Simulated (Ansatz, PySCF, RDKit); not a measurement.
Noncovalent pair: CH4 (SMILES C) (first 5 atoms) with C3H6 (SMILES C=CC); geometry from B3LYP-D3(BJ)/def2-TZVP, rigid monomers moved along the line of their centres of mass till H5···C7 is 4.26 Å.
(charge 0, multiplicity 1):
```json
[
 {"atom": "C", "x (Å)": "-0.1534", "y (Å)": "0.0077", "z (Å)": "0.5017"},
 {"atom": "H", "x (Å)": "-1.1901", "y (Å)": "-0.2810", "z (Å)": "0.6712"},
 {"atom": "H", "x (Å)": "0.2313", "y (Å)": "-0.5192", "z (Å)": "-0.3707"},
 {"atom": "H", "x (Å)": "-0.1019", "y (Å)": "1.0818", "z (Å)": "0.3264"},
 {"atom": "H", "x (Å)": "0.4421", "y (Å)": "-0.2475", "z (Å)": "1.3765"},
 {"atom": "C", "x (Å)": "0.9922", "y (Å)": "-1.0080", "z (Å)": "5.5387"},
 {"atom": "C", "x (Å)": "0.6056", "y (Å)": "0.2595", "z (Å)": "5.6050"},
 {"atom": "C", "x (Å)": "-0.7694", "y (Å)": "0.7581", "z (Å)": "5.2946"},
 {"atom": "H", "x (Å)": "0.3061", "y (Å)": "-1.7947", "z (Å)": "5.2446"},
 {"atom": "H", "x (Å)": "2.0056", "y (Å)": "-1.3060", "z (Å)": "5.7749"},
 {"atom": "H", "x (Å)": "1.3304", "y (Å)": "1.0128", "z (Å)": "5.9032"},
 {"atom": "H", "x (Å)": "-0.7465", "y (Å)": "1.4841", "z (Å)": "4.4771"},
 {"atom": "H", "x (Å)": "-1.4340", "y (Å)": "-0.0573", "z (Å)": "5.0068"},
 {"atom": "H", "x (Å)": "-1.2047", "y (Å)": "1.2692", "z (Å)": "6.1581"}
]
```

Interaction energies are E(AB) − E(A) − E(B) at the monomers' geometry in the complex; basis-set methods are counterpoise corrected. Rows marked so take none. RDKit's UFF carries no charges.

Frozen-core correlation. Rows in 6-31G* carry no dispersion term and start afresh at each structure (6-31G* with six Cartesian d functions). MP2/6-31G* freezes PySCF's default core.

Codes used: Ansatz (Gaussian basis) for Hartree–Fock, density functionals and correlated methods; PySCF for 6-31G* rows, the dispersion terms; RDKit for the force fields. 

| level | interaction energy (meV) |
|---|---|
| UFF | -18.1 |
| HF/aug-cc-pVDZ | -1.5 |
| PBE/def2-TZVPPD | -7.6 |
| PBE-D3(BJ)/def2-TZVPPD | -19.9 |
| BP86/6-31G* (no counterpoise) | 1.7 |
| B3LYP/6-31G* | 1.4 |
| B3LYP-D4/def2-TZVPPD | (withheld) |
| MP2/6-31G* | -7.2 |
| CCSD(T)/aug-cc-pVDZ | (withheld) |

**Question.** Fill in the missing entries.

**Answer.** 
- B3LYP-D4/def2-TZVPPD, interaction energy (meV): -12.6
- CCSD(T)/aug-cc-pVDZ, interaction energy (meV): -14.1

Ansatz is an electronic-structure program.
